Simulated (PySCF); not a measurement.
Computed IR spectrum (relative IR intensity) of a molecule CH8N2Si3. Coordinates come from a B3LYP-D3(BJ)/def2-SVP optimisation. The values are those of a single conformer. Computed with PySCF with B3LYP-D3(BJ)/def2-SVP. Frequencies are harmonic and unscaled.

Lines under 2 % of the strongest are left out, and lines within 2 cm⁻¹ are merged.

ν (cm⁻¹): 269 (w), 285 (w), 338 (w), 355 (m), 400 (w), 616 (w), 645 (w), 671 (w), 714 (w), 742 (m), 800 (m), 879 (w), 886 (m), 913 (vs), 941 (w), 943 (w), 949 (w), 976 (m), 1538 (w), 1558 (w), 2172 (m), 2185 (m), 2205 (s), 2227 (m), 2239 (m), 3574 (w), 3670 (w) (against the strongest line: vs over 80 %, s over 45 %, m over 15 %, w over 4 %, vw less)

Problem. Which molecule gave these data?
A) N[SiH2]C1=N[SiH2][SiH2]1
B) N[Si@@H]1N=C([SiH3])[SiH2]1
C) [SiH3]N=C1[SiH2]N[SiH2]1
D) [SiH3]N[Si@H]1N=C[SiH2]1

Solution. B, N[Si@@H]1N=C([SiH3])[SiH2]1
